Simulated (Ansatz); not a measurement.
The cluster Rb₄Br₃⁺, relaxed as a singlet with RKS PBE-D4/def2-SVP in Ansatz, starting from the GFN2-xTB geometry. Force threshold 0.02 eV/Å.

In the def2 sets Rb takes a core potential; there is no spin–orbit coupling. The structure comes from a short search, and lower isomers may exist.

Start:

```tsv
atom	x (Å)	y (Å)	z (Å)
Rb1	1.6537	2.0652	-1.0816
Rb2	0.7605	-3.1744	-1.8641
Rb3	-3.5671	1.2622	0.2162
Rb4	0.7213	-0.4202	2.4318
Br5	-0.6363	2.2992	1.1976
Br6	2.4939	-0.9442	-0.2900
Br7	-1.4261	-1.0878	-0.6099
```

(1) Estimate the energy that the relaxation releases and the steps that it takes.

(2) Does the start keep its bonding?

(3) Predict the relaxed structure.

## Answers

(1) 5.5 kcal/mol, in 11 steps; 32 s on 4 threads of Arm Neoverse V2 on a shared host. No frequencies were taken in this run, so the end may be a saddle point.

(2) By distances, no bond broke or formed. The bond that changes most is Rb4–Br7, from 3.78 to 3.36 Å (atoms count from 1). The end is the same structure that another start reached.

(3) 
```xyz
7

Rb    2.2714    2.5508   -0.7758
Rb    0.5171   -2.9238   -1.8658
Rb   -3.3398    1.0726   -0.0159
Rb    0.4424   -0.5630    2.1365
Br   -0.5144    2.4244    0.9395
Br    2.5053   -0.7039   -0.5087
Br   -1.8821   -1.8570    0.0901
```
Bond lengths (bridged metal pairs left out): 9 × Br–Rb 3.27 to 3.36 Å.
